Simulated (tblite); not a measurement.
Input of a run (GFN2-xTB geometry optimisation, gas phase (tblite 0.8.0)), started from a force field or distance geometry:
```
{"job": {"kind": "relax", "xc": "GFN2-xTB", "basis": "xTB"}, "charge": 0, "multiplicity": 2}
N      2.760400     0.474400    -0.845700
C      2.040900    -0.582000    -0.360600
O      2.568200    -1.468800     0.332100
Si     0.179400    -0.715300    -0.718600
C     -0.865500    -0.672200     0.948600
C     -2.178700     0.113800     0.649000
Si    -1.789200     1.460700    -0.706800
O     -0.451800     0.698200    -1.461400
H      2.322300     1.201700    -1.399200
H      3.737300     0.535800    -0.639700
H     -0.227200    -1.898700    -1.531600
H     -0.267000    -0.139100     1.687500
H     -1.072800    -1.679200     1.318500
H     -2.926900    -0.559200     0.230600
H     -2.578300     0.583200     1.561400
H     -1.258800     2.655600     0.001700
```

Output (eV, eV/Å):
```
step      E/eV     max force
  0    -680.87507    1.851
  1    -681.00706    1.798
  2    -681.08203    0.798
  3    -681.10614    0.554
  4    -681.11948    0.273
  5    -681.12705    0.239
  6    -681.13414    0.216
  7    -681.14186    0.272
  8    -681.14830    0.238
  9    -681.15341    0.167
 10    -681.15776    0.150
 11    -681.16193    0.160
 12    -681.16536    0.135
 13    -681.16764    0.113
 14    -681.16930    0.113
 15    -681.17099    0.111
 16    -681.17278    0.127
 17    -681.17435    0.104
 18    -681.17562    0.086
 19    -681.17682    0.086
 20    -681.17796    0.090
 21    -681.17880    0.064
 22    -681.17937    0.062
 23    -681.17999    0.069
 24    -681.18093    0.092
 25    -681.18213    0.095
 26    -681.18314    0.079
 27    -681.18381    0.061
 28    -681.18439    0.058
 29    -681.18514    0.076
 30    -681.18607    0.082
 31    -681.18684    0.051
 32    -681.18730    0.045
 33    -681.18763    0.040
 34    -681.18802    0.055
 35    -681.18846    0.050
 36    -681.18878    0.033
 37    -681.18897    0.029
 38    -681.18916    0.033
 39    -681.18945    0.048
 40    -681.18990    0.056
 41    -681.19036    0.045
 42    -681.19069    0.034
 43    -681.19089    0.028
 44    -681.19105    0.029
 45    -681.19121    0.031
 46    -681.19135    0.026
 47    -681.19149    0.027
 48    -681.19163    0.030
 49    -681.19181    0.039
 50    -681.19201    0.039
 51    -681.19219    0.030
 52    -681.19233    0.025
 53    -681.19244    0.025
 54    -681.19254    0.021
 55    -681.19263    0.022
 56    -681.19272    0.031
 57    -681.19278    0.017
 58    -681.19282    0.015
 59    -681.19285    0.018
 60    -681.19291    0.018
 61    -681.19300    0.026
 62    -681.19313    0.031
 63    -681.19325    0.028
 64    -681.19335    0.024
 65    -681.19343    0.026
 66    -681.19355    0.034
 67    -681.19373    0.043
 68    -681.19391    0.035
 69    -681.19403    0.032
 70    -681.19409    0.030
 71    -681.19416    0.026
 72    -681.19428    0.031
 73    -681.19443    0.035
 74    -681.19455    0.025
 75    -681.19461    0.015
 76    -681.19463    0.012
 77    -681.19466    0.015
 78    -681.19469    0.015
 79    -681.19473    0.022
 80    -681.19476    0.014
 81    -681.19480    0.015
 82    -681.19484    0.019
 83    -681.19489    0.018
 84    -681.19497    0.025
 85    -681.19503    0.020
 86    -681.19508    0.013
 87    -681.19512    0.017
 88    -681.19517    0.019
 89    -681.19523    0.020
 90    -681.19530    0.018
 91    -681.19537    0.020
 92    -681.19541    0.022
 93    -681.19547    0.025
 94    -681.19555    0.028
 95    -681.19570    0.026
 96    -681.19583    0.030
 97    -681.19594    0.032
 98    -681.19602    0.024
 99    -681.19609    0.015
100    -681.19613    0.015
101    -681.19616    0.017
102    -681.19619    0.015
103    -681.19622    0.017
104    -681.19624    0.009
```

Q: Summarise the run.

A: The energy falls by 0.321 eV over 104 L-BFGS steps, the largest force on an atom goes from 1.85 to 0.009 eV/Å, and the atoms move by 0.210 Å rms after alignment. The bond that changes most is Si4–O8 (ends: silicon bonded to 2 C, O and H; oxygen bonded to 2 Si), which shortens by 0.077 Å. Bonds longer at the end by more than 0.005 Å: 2 of 16; shorter: 11. Among the angles that change most is C6–Si7–H16, from 107.2° to 117.6°. Among the dihedrals that turn most is O3–C2–Si4–C5, from 61° to 80°. The energy never rose by more than 1e-5 eV on the way. The first step brought 41 % of the lowering.

Q: What are the final bond lengths?

A: N1–C2 1.351 Å, C2=O3 1.216 Å, C2–Si4 1.909 Å, Si4–C5 1.909 Å, C5–C6 1.537 Å, C6–Si7 1.913 Å, Si7–O8 1.660 Å, Si4–O8 1.640 Å, N1–H9 1.004 Å, N1–H10 1.009 Å, Si4–H11 1.459 Å, C5–H12 1.093 Å, C5–H13 1.089 Å, C6–H14 1.092 Å, C6–H15 1.091 Å, Si7–H16 1.466 Å. Numbering counts from 1 in the input's order; the species is `NC(=O)[Si@H]1CC[SiH]O1` [radical].

Hardware: one thread, Intel Xeon Platinum 8488C (x86_64), no GPU, shared host. Cost: 0.87 s.

Its GFN2-xTB frequencies are all real (lowest 38 cm⁻¹).

One conformer stands for the species.

These are computed values.
